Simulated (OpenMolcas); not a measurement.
## Levels of Hf II by method

- Program: OpenMolcas
- Basis: ANO-RCC-VTZP [8s7p5d3f2g1h]
- Scalar Hamiltonian: X2C, point nucleus
- Active space: 3 electrons in 6 orbitals (5d 6s)
- State averaging: 2S+1 = 4 even, 20 roots; 2S+1 = 2 even, 49 roots
- Spin-orbit coupling: state interaction with AMFI integrals over the reference wave functions, term energies averaged over their components

Methods on the same reference wave functions:
A. CASSCF
B. SS-CASPT2, IPEA 0.25 Eh, imaginary shift 0.1 Eh (closed shells correlated: 5s 5p)
C. MS-CASPT2, IPEA 0.25 Eh, imaginary shift 0.1 Eh (closed shells correlated: 5s 5p)

Energies in cm-1 above 5d 6s2 2D 3/2, the measured ground level; measured values from NIST Handbook of Basic Atomic Spectroscopic Data.

```json
{"Level": "5d2 6s 4F 3/2 [65 %]", "A": "-2178", "B": "3240", "C": "3720", "Measured": "3645"}
{"Level": "5d2 6s 4F 5/2", "A": "-598", "B": "4550", "C": "4970", "Measured": "4905"}
{"Level": "5d 6s2 2D 3/2 [64 %]", "A": "0.0", "B": "0.0", "C": "0.0", "Measured": "0.0"}
{"Level": "5d2 6s 4F 7/2", "A": "1412", "B": "5760", "C": "6530", "Measured": "6344"}
{"Level": "5d 6s2 2D 5/2", "A": "2029", "B": "2310", "C": "2980", "Measured": "3051"}
{"Level": "5d2 6s 4F 9/2", "A": "3473", "B": "7840", "C": "8590", "Measured": "8362"}
{"Level": "5d2 6s 4P 1/2", "A": "8837", "B": "12200", "C": "12970", "Measured": ""}
{"Level": "5d2 6s 4P 3/2", "A": "9469", "B": "12690", "C": "13510", "Measured": ""}
{"Level": "5d2 6s 2F 5/2", "A": "11230", "B": "11780", "C": "12410", "Measured": ""}
{"Level": "5d2 6s 2P 1/2", "A": "11903", "B": "14370", "C": "15140", "Measured": ""}
{"Level": "5d2 6s 2F 7/2 [59 %]", "A": "13463", "B": "14600", "C": "15300", "Measured": ""}
{"Level": "5d3 4F 3/2", "A": "13971", "B": "18630", "C": "19530", "Measured": ""}
{"Level": "5d2 6s 2G 9/2", "A": "14763", "B": "17510", "C": "18150", "Measured": ""}
{"Level": "5d3 4F 5/2", "A": "15127", "B": "19700", "C": "20500", "Measured": ""}
{"Level": "5d2 6s 2G 7/2 [51 %]", "A": "15135", "B": "17480", "C": "18280", "Measured": ""}
{"Level": "5d2 6s 2D 5/2 [65 %]", "A": "16769", "B": "16600", "C": "17950", "Measured": ""}
{"Level": "5d3 4F 7/2", "A": "16923", "B": "21230", "C": "21950", "Measured": ""}
{"Level": "5d3 4F 9/2", "A": "18693", "B": "22890", "C": "23550", "Measured": ""}
```

A puts 5d2 6s 4F 3/2 [65 %] lowest.

Deviations, from unrounded energies. A percentage is the sum of absolute deviations over the sum of measured energies, with the sign that they share, or ± where signs differ.

| Against measurement | Levels | A | B | C |
| --- | --- | --- | --- | --- |
| mean absolute deviation (cm-1) | 5 | 4400 | 520 | 130 |
| fine structure of the ground term (%) | 1 | -33.5 | -24.1 | -2.4 |
| other configurations (%) | 4 | -90.9 | -8.1 | +2.4 |

C lies closest to measurement on these levels and A furthest from it. The largest miss of C in the table is 5d2 6s 4F 9/2, by +230 cm-1. The ranking rests on the paired levels alone, and a cruder setting can come out closer through cancelling errors.

Between B and C the level of the table that moves most is 5d2 6s 2D 5/2 [65 %], by 1400 cm-1 (lowest in B, highest in C). Moves below CASPT2's spread within the term are not significant.

The mean deviations of B to C differ by less than CASPT2's widest spread within a term (740 cm-1), so their order carries little weight.

The lowest spin-free term lies below A's lowest term by 0.253 hartree in B, 0.257 hartree in C.

CASPT2 breaks the degeneracy within a term, and the mean is taken; among the terms shown or strongly mixed into the levels shown the widest spread is 740 cm-1 (5d2 6s 2F, C). Configurations are named by rounded mean occupations; where the s occupation lies near a half they are strongly mixed, a name can repeat and a true partner stay unpaired. A single d shell beside an s shell can misplace configurations of different d count against each other. Without dynamic correlation excited terms often stand tens of per cent too high (terms of higher spin than the ground term too low), and those without a measured partner can miss by more than the paired ones (holds for A). Some levels mix across a computed gap that differs much from the measured one, so their mixing is not that of the real levels (holds for A). The lowest computed level is not the ground level that NIST lists (2D3/2) (holds for A). The lowest spin-free term belongs to 5d 6s2, not to the configuration of the lowest level (holds for A). The CASPT2 spread within a term exceeds the gap to the next term for 5d2 6s 4P and 5d2 6s 2F, so the order of their levels is uncertain, and so are names and mixing where such terms share a J (holds for B; C). Some terms miss by over 15 % even with CASPT2, which points to a basis or an active space too small for the shells correlated (holds for B). Measured partners are found by configuration, term and J. A level has none where our copy of the source lacks it or the pairing is in doubt (some pairs that miss far off the trend of their configuration count as doubtful), and it then counts in no deviation. Levels of configurations outside the active space are missing. The table leaves out levels that lie high or whose names do not pair safely across all columns.

A share in square brackets marks a mixed level and gives the weight of the term that names it, the lowest over the columns.
